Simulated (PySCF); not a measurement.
```xyz
4
charge 0 multiplicity 1, angstrom
Mo    0.0000   -0.1928    0.0000
O    -0.0001    0.3945    1.6132
O     1.3971    0.3945   -0.8065
O    -1.3970    0.3945   -0.8066
```

All numbers come from PySCF, PBE, basis Mo def2-TZVP with ECP28, O def2-TZVP (scalar-relativistic core potentials, no spin–orbit coupling, density fitting).

This geometry of MoO3 is a stationary point at this level.

What is the point group?

C3v.

Is it a minimum?

Yes: all harmonic wavenumbers are real.

List the harmonic modes with their infrared intensities.


| symmetry | ω (cm⁻¹) | IR (km/mol, summed over degenerate members) |
| --- | --- | --- |
| a1 | 265 | 31.3 |
| e | 334 | 2.1 |
| e | 942 | 362 |
| a1 | 979 | 3.2 |

What is the atomisation energy, with and without zero-point energy?

1931 kJ/mol without, 1908 kJ/mol with.

In C3v the vibrations span 2a1 + 2e.

Only a few start shapes were tried, so a lower isomer may exist.
